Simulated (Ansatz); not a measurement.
One change: `[CH3][Ge][Cl]` becomes `[CH3][GeH]`.

Ansatz, PBE0-D4/def2-TZVP geometries, multiplicity 1. 

Outer-core shells of Ge are correlated without core-valence functions. Scalar relativity is left out up to krypton. Spin–orbit coupling is left out.

```csv
property,`[CH3][Ge][Cl]`
vertical ionisation energy (CCSD(T)/def2-TZVPP) / eV,9.08
LUMO energy (PBE/def2-TZVPP) / eV,-3.42
HOMO energy (B3LYP/def2-TZVPP) / eV,-6.67
HOMO energy (ωB97M-V/def2-TZVPP) / eV,-8.95
LUMO energy (B3LYP/def2-TZVPP) / eV,-2.87
"ideal-gas entropy at 298 K and 1 bar (rigid rotor, harmonic PBE0-D4/def2-TZVP) / J/(mol·K)",310
```

Problem. Give the same properties after the change, and the shifts. (Best estimate.)

Solution. Ansatz gave: 
```csv
property,`[CH3][GeH]`,shift
vertical ionisation energy (CCSD(T)/def2-TZVPP) / eV,8.79,-0.29
LUMO energy (PBE/def2-TZVPP) / eV,-3.40,0.02
HOMO energy (B3LYP/def2-TZVPP) / eV,-6.23,0.44
HOMO energy (ωB97M-V/def2-TZVPP) / eV,-8.50,0.45
LUMO energy (B3LYP/def2-TZVPP) / eV,-2.80,0.07
"ideal-gas entropy at 298 K and 1 bar (rigid rotor, harmonic PBE0-D4/def2-TZVP) / J/(mol·K)",273,-37
```

With PBE0 the HOMO rises by 0.47 eV and the LUMO rises by 0.10 eV, so the gap narrows by about 0.37 eV. PBE moves the HOMO by 0.41 eV and ωB97M-V by 0.45 eV.

B3LYP here is the variant with VWN-RPA as its local correlation; programs differ in this.
